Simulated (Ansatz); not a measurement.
Ansatz (a program for electronic structure) input (RI-MP2/aug-cc-pVTZ):
A basis named .json is the Basis Set Exchange file of that set.

Ansatz 0.2 input:
```yaml
crystal:
  periodic: [false, false, false]
  atoms:
    - {symbol: C, position_ang: [-0.59117901, 0.04682750, 0.01488081]}
    - {symbol: F, position_ang: [0.63603258, -0.05038036, -0.01600984]}
    - {symbol: H, position_ang: [-1.16567067, -0.88634511, 0.02648339]}
    - {symbol: H, position_ang: [-1.01154853, 1.05880341, 0.02832029]}
basis:
  gaussian:
    orbitals: aug-cc-pVTZ
    fitting: {mean_field: def2-universal-jkfit, correlation: aug-cc-pVTZ-RIFIT.json}
total_charge: 1
magnetization: {spin_polarized: false}
correlation: {method: mp2, electrons: outside_noble_gas}
```

Output:

```
Functional definition: HF
integrals: 0.04 GiB planned
188 factors; integrals over basis functions are off by at most 9.6e-1 eV
304 factors; integrals over basis functions are off by at most 6.3e-1 eV
mean field: 0.18 GiB planned
mean field evaluation 1: about -3755.4920 eV, gradient 5.2e1 eV
mean field evaluation 2: about -3757.5031 eV, gradient 3.8e1 eV
mean field evaluation 4: about -3759.3192 eV, gradient 4.7e-1 eV
mean field evaluation 8: about -3759.3201 eV, gradient 1.4e-6 eV
mean field -3759.32007919 eV, -138.1524647514 hartree, gradient 1.4e-6 eV, S^2 0.000000; 0 other end points of the search recorded, 0 dependent functions left out
2 core orbitals not correlated
reference -3759.32007919 eV, -138.1524647514 hartree; 6, 6 occupied and 130, 130 virtual orbitals, 304 factors
second order -10.65793979 eV of doubles, -0.00000000 eV of singles
Total energy: -3769.97801898 eV, -138.5441368145 hartree
```
